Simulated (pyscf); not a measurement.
# H₂N–Ta(=O)(OH)–Cl, singlet

Gas-phase minimum from PySCF at ωB97X-D3(BJ)/def2-SVP, one conformer. 

```xyz
8

N      0.7242     0.6004    -0.2190
Ta    -0.9708    -0.3893    -0.1020
O     -0.5569    -1.9737    -0.5988
O     -2.2457     0.3794    -1.2851
Cl    -1.7800    -0.4149     2.0855
H      0.8113     1.6097    -0.1138
H      1.6269     0.1930    -0.4499
H     -2.7063     0.1316    -2.0917
```
Charge 0, spin multiplicity 1.

Bond lengths (Å): N1–Ta2 1.966, N1–H6 1.018, N1–H7 1.017, Ta2–O3 1.711, Ta2–O4 1.902, Ta2–Cl5 2.332, O4–H8 0.961. Angles (°): Ta2–N1–H6 124.5, Ta2–N1–H7 125.2, H6–N1–H7 110.2, N1–Ta2–O3 103.9, N1–Ta2–O4 109.7, N1–Ta2–Cl5 111.1, O3–Ta2–O4 110.8, O3–Ta2–Cl5 110.2, O4–Ta2–Cl5 110.8, Ta2–O4–H8 137.7.

Properties at ωB97X-D3(BJ)/def2-SVP:

```yaml
harmonic_wavenumbers_unscaled: 134, 146, 182, 204, 232, 372, 396, 405, 475, 535, 605, 707, 738, 1037, 1525, 3588, 3686, 3965 cm⁻¹
zero_point_energy: 27.1 kcal/mol
rotational_symmetry_number: 1
Entropy of this conformer at 298 K and 1 atm, rigid rotor and harmonic oscillator, modes under 100 cm⁻¹ raised to 100: 367.2 J/(mol K)
dipole_moment: 3.71 D
```

Single-point totals, which compare only within one level:

```
level                   total energy (hartree)
----------------------  ----------------------
ωB97X-D3(BJ)/def2-TZVP              -724.65802
PBE/def2-TZVP                       -724.21440
r²SCAN/def2-TZVP                    -724.48836
B3LYP-D3(BJ)/def2-TZVP              -724.63154
PBE0-D3(BJ)/def2-TZVP               -724.19891
M06-2X/def2-TZVP                    -724.37450
ωB97M-D3(BJ)/def2-TZVP              -724.63442
```

Soft torsions are taken as harmonic, which can shift the entropy by several J/(mol K). Elements past Kr carry the def2 core potentials, without spin-orbit coupling.
